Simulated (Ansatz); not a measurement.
All values below come from PBE0-D3(BJ)/def2-SVP (Ansatz, a first-principles code). No frequencies were computed at this level.

Ansatz 0.2 input:
```yaml
crystal:
  periodic: [false, false, false]
  atoms:
    - { symbol: Si, position_ang: [2.550823, 0.314127, 0.306187] }
    - { symbol: C, position_ang: [0.794228, -0.356678, 0.122313] }
    - { symbol: C, position_ang: [0.54066, -1.715264, 0.17067] }
    - { symbol: C, position_ang: [-0.751684, -2.220181, 0.03607] }
    - { symbol: Cl, position_ang: [-0.997434, -3.931808, 0.106381] }
    - { symbol: C, position_ang: [-1.839435, -1.391482, -0.151643] }
    - { symbol: C, position_ang: [-1.594915, -0.027995, -0.201443] }
    - { symbol: S, position_ang: [-2.781287, 1.223971, -0.42684] }
    - { symbol: C, position_ang: [-1.544621, 2.433797, -0.341172] }
    - { symbol: C, position_ang: [-0.308343, 1.928086, -0.153718] }
    - { symbol: C, position_ang: [-0.297451, 0.504332, -0.067817] }
    - { symbol: H, position_ang: [2.905308, 1.060978, -0.903581] }
    - { symbol: H, position_ang: [2.602974, 1.201851, 1.470751] }
    - { symbol: H, position_ang: [3.454765, -0.819879, 0.48857] }
    - { symbol: H, position_ang: [1.354533, -2.40893, 0.315489] }
    - { symbol: H, position_ang: [-2.836789, -1.786773, -0.255186] }
    - { symbol: H, position_ang: [-1.831075, 3.462881, -0.438738] }
    - { symbol: H, position_ang: [0.57974, 2.528965, -0.076293] }
basis:
  gaussian: { orbitals: def2-svp }
hamiltonian:
  xc: pbe0
  dispersion: d3bj
relax:
  max_steps: 150
```

Output:

```
Functional definition: PBE0
2252 factors; integrals over basis functions are off by at most 4.0e-4 eV
mean field evaluation 1: about -39597.0683 eV, gradient 6.5e1 eV
mean field evaluation 2: about -39582.9023 eV, gradient 9.8e1 eV
mean field evaluation 4: about -39608.3180 eV, gradient 1.1e1 eV
mean field evaluation 8: about -39608.6789 eV, gradient 7.0e-1 eV
mean field evaluation 16: about -39608.6801 eV, gradient 2.6e-4 eV
mean field -39608.68009200 eV, -1455.5921456533 hartree, gradient 2.8e-5 eV, S^2 0.000000; 0 other end points of the search recorded, 0 dependent functions left out
reference -39608.68012395 eV, -1455.5921468275 hartree; 51, 51 occupied and 150, 150 virtual orbitals, 2252 factors
relax step   1: F+E_penalty+E_count = -39609.31917651 eV  Δ(F+E_penalty+E_count) = +0.000e0 eV  max|allowed force component| = 8.195e-1 eV/Å  Δτ_max = 0.0000 Å  (31 SCF iters, accepted)
these checks for a lower state are left out or cut short: starts, cluster_reference, orbital_swaps, neighbouring_geometries, increment
2252 factors; integrals over basis functions are off by at most 4.3e-4 eV
mean field -39608.75022497 eV, -1455.5947229924 hartree, gradient 1.1e-5 eV, S^2 0.000000; 0 other end points of the search recorded, 0 dependent functions left out
reference -39608.75025716 eV, -1455.5947241755 hartree; 51, 51 occupied and 150, 150 virtual orbitals, 2252 factors
relax step   2: F+E_penalty+E_count = -39609.38732800 eV  Δ(F+E_penalty+E_count) = -6.815e-2 eV  max|allowed force component| = 2.406e-1 eV/Å  Δτ_max = 0.0404 Å  (33 SCF iters, accepted)
these checks for a lower state are left out or cut short: starts, cluster_reference, orbital_swaps, neighbouring_geometries, increment
2252 factors; integrals over basis functions are off by at most 4.4e-4 eV
mean field evaluation 32: about -39608.7562 eV, gradient 3.5e-4 eV
mean field -39608.75615569 eV, -1455.5949409423 hartree, gradient 1.1e-5 eV, S^2 0.000000; 0 other end points of the search recorded, 0 dependent functions left out
reference -39608.75618795 eV, -1455.5949421281 hartree; 51, 51 occupied and 150, 150 virtual orbitals, 2252 factors
relax step   3: F+E_penalty+E_count = -39609.39287924 eV  Δ(F+E_penalty+E_count) = -5.551e-3 eV  max|allowed force component| = 4.405e-2 eV/Å  Δτ_max = 0.0188 Å  (36 SCF iters, accepted)
these checks for a lower state are left out or cut short: starts, cluster_reference, orbital_swaps, neighbouring_geometries, increment
2252 factors; integrals over basis functions are off by at most 4.4e-4 eV
mean field -39608.75645987 eV, -1455.5949521208 hartree, gradient 2.2e-5 eV, S^2 0.000000; 0 other end points of the search recorded, 0 dependent functions left out
reference -39608.75649214 eV, -1455.5949533069 hartree; 51, 51 occupied and 150, 150 virtual orbitals, 2252 factors
relax step   4: F+E_penalty+E_count = -39609.39310892 eV  Δ(F+E_penalty+E_count) = -2.297e-4 eV  max|allowed force component| = 2.522e-2 eV/Å  Δτ_max = 0.0052 Å  (27 SCF iters, accepted)
these checks for a lower state are left out or cut short: starts, cluster_reference, orbital_swaps, neighbouring_geometries, increment
2252 factors; integrals over basis functions are off by at most 4.4e-4 eV
mean field -39608.75655998 eV, -1455.5949557997 hartree, gradient 1.7e-5 eV, S^2 0.000000; 0 other end points of the search recorded, 0 dependent functions left out
reference -39608.75659225 eV, -1455.5949569858 hartree; 51, 51 occupied and 150, 150 virtual orbitals, 2252 factors
relax step   5: F+E_penalty+E_count = -39609.39318176 eV  Δ(F+E_penalty+E_count) = -7.284e-5 eV  max|allowed force component| = 8.159e-3 eV/Å  Δτ_max = 0.0057 Å  (26 SCF iters, accepted)
2252 factors; integrals over basis functions are off by at most 4.4e-4 eV
mean field evaluation 64: about -39608.7566 eV, gradient 2.7e-4 eV
mean field -39608.75655998 eV, -1455.5949557997 hartree, gradient 1.7e-5 eV, S^2 0.000000; 1 other end points of the search recorded, 0 dependent functions left out
reference -39608.75659225 eV, -1455.5949569858 hartree; 51, 51 occupied and 150, 150 virtual orbitals, 2252 factors
Total energy: -39609.39321403 eV, -1455.6183524046 hartree
Atom 0 at     2.548691     0.295860     0.307000 Å, force     0.006519     0.000502     0.000801 eV/Å
Atom 1 at     0.795296    -0.355621     0.122385 Å, force    -0.008159     0.001755    -0.001148 eV/Å
Atom 2 at     0.549159    -1.724614     0.172304 Å, force    -0.004460    -0.002216    -0.000434 eV/Å
Atom 3 at    -0.754793    -2.232809     0.036421 Å, force     0.004841    -0.000403     0.000642 eV/Å
Atom 4 at    -0.997711    -3.947168     0.107254 Å, force     0.000311     0.001623    -0.000059 eV/Å
Atom 5 at    -1.845751    -1.398868    -0.152008 Å, force    -0.002283    -0.000440    -0.000263 eV/Å
Atom 6 at    -1.605412    -0.023354    -0.203054 Å, force    -0.000258    -0.002738     0.000134 eV/Å
Atom 7 at    -2.792716     1.223653    -0.428269 Å, force    -0.000872     0.001809    -0.000248 eV/Å
Atom 8 at    -1.573132     2.449914    -0.345761 Å, force    -0.003725     0.000568    -0.000466 eV/Å
Atom 9 at    -0.321415     1.951724    -0.156784 Å, force     0.000973    -0.003380     0.000281 eV/Å
Atom 10 at    -0.303037     0.517567    -0.069314 Å, force     0.004077     0.000698     0.000507 eV/Å
Atom 11 at     2.957460     1.068178    -0.906359 Å, force     0.000555     0.000492     0.001654 eV/Å
Atom 12 at     2.652876     1.210108     1.485602 Å, force     0.000957     0.000307    -0.001510 eV/Å
Atom 13 at     3.469066    -0.864089     0.493025 Å, force    -0.000254     0.000437    -0.000057 eV/Å
Atom 14 at     1.366296    -2.434196     0.318483 Å, force     0.000370     0.001196    -0.000026 eV/Å
Atom 15 at    -2.849130    -1.814034    -0.255137 Å, force     0.000079     0.001725    -0.000093 eV/Å
Atom 16 at    -1.861918     3.495956    -0.444632 Å, force     0.001505    -0.001457     0.000282 eV/Å
Atom 17 at     0.566170     2.581792    -0.081156 Å, force    -0.000178    -0.000478     0.000002 eV/Å
Dipole moment:    -0.010425     0.351823    -0.022212 e Å
```

Cost: very roughly 2.8 core-minutes.
